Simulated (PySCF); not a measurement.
**LiSn: one state, many levels of theory**

State: ⁴Σ⁻ (quartet), unpaired electrons σ ↑, π ↑↑. Set-up: PySCF, scalar-relativistic core potentials, basis sets Li def2-SVP, Sn def2-SVP with ECP28. De refers to Li + Sn in their high-spin ground configurations, without counterpoise correction. The functionals are run spin-unrestricted. A positive dipole means Li(−)Sn(+).

```json
{"Level": "UHF", "Re (Å)": "2.622", "ωe (cm⁻¹)": "362", "De (eV)": "1.06", "μ (D)": "-6.90", "CPU s a point (SCF and correlation, without the integrals)": "0.057"}
{"Level": "UHF-MP2", "Re (Å)": "2.608", "ωe (cm⁻¹)": "372", "De (eV)": "1.40", "μ (D)": "n/a", "CPU s a point (SCF and correlation, without the integrals)": "0.089"}
{"Level": "UHF-SCS-MP2", "Re (Å)": "2.611", "ωe (cm⁻¹)": "369", "De (eV)": "1.27", "μ (D)": "n/a", "CPU s a point (SCF and correlation, without the integrals)": "n/a"}
{"Level": "UHF-CCSD", "Re (Å)": "2.610", "ωe (cm⁻¹)": "368", "De (eV)": "1.35", "μ (D)": "n/a", "CPU s a point (SCF and correlation, without the integrals)": "n/a"}
{"Level": "UHF-CCSD(T)", "Re (Å)": "2.611", "ωe (cm⁻¹)": "368", "De (eV)": "1.37", "μ (D)": "n/a", "CPU s a point (SCF and correlation, without the integrals)": "1.5"}
{"Level": "PBE", "Re (Å)": "2.590", "ωe (cm⁻¹)": "357", "De (eV)": "1.49", "μ (D)": "-5.41", "CPU s a point (SCF and correlation, without the integrals)": "0.36"}
{"Level": "r²SCAN", "Re (Å)": "2.589", "ωe (cm⁻¹)": "365", "De (eV)": "1.67", "μ (D)": "-6.09", "CPU s a point (SCF and correlation, without the integrals)": "0.53"}
{"Level": "M06-L", "Re (Å)": "2.628", "ωe (cm⁻¹)": "354", "De (eV)": "1.54", "μ (D)": "-6.32", "CPU s a point (SCF and correlation, without the integrals)": "0.55"}
{"Level": "B3LYP", "Re (Å)": "2.580", "ωe (cm⁻¹)": "363", "De (eV)": "1.34", "μ (D)": "-5.68", "CPU s a point (SCF and correlation, without the integrals)": "0.41"}
{"Level": "PBE0", "Re (Å)": "2.577", "ωe (cm⁻¹)": "369", "De (eV)": "1.48", "μ (D)": "-5.92", "CPU s a point (SCF and correlation, without the integrals)": "0.54"}
{"Level": "MN15", "Re (Å)": "2.586", "ωe (cm⁻¹)": "368", "De (eV)": "1.87", "μ (D)": "-6.37", "CPU s a point (SCF and correlation, without the integrals)": "0.55"}
{"Level": "ωB97X", "Re (Å)": "2.581", "ωe (cm⁻¹)": "374", "De (eV)": "1.27", "μ (D)": "-6.71", "CPU s a point (SCF and correlation, without the integrals)": "0.43"}
```

The bond length runs from 2.577 Å (PBE0) to 2.628 Å (M06-L). De spans 1.06 eV (UHF, mean field) to 1.87 eV (MN15, hybrid meta-GGA). Correlation at CCSD(T) changes the Hartree–Fock bond energy by +0.31 eV; the triples alone change it by +0.02 eV.

Correlated steps freeze 4 core orbitals. Correlated levels converge slowly with the basis: in double zeta they bind strong bonds too weakly, by up to about 1 eV, and carry superposition errors of some tenths. Spin–orbit coupling is left out, which matters for elements this heavy, above all for dissociation energies. The state was picked by a PBE0 search and need not be the measured ground state.

The whole job (state search and all levels along the bond) took about 1.3 min on 1 thread of Arm Neoverse V1 (shared host), peak memory 0.42 GiB.
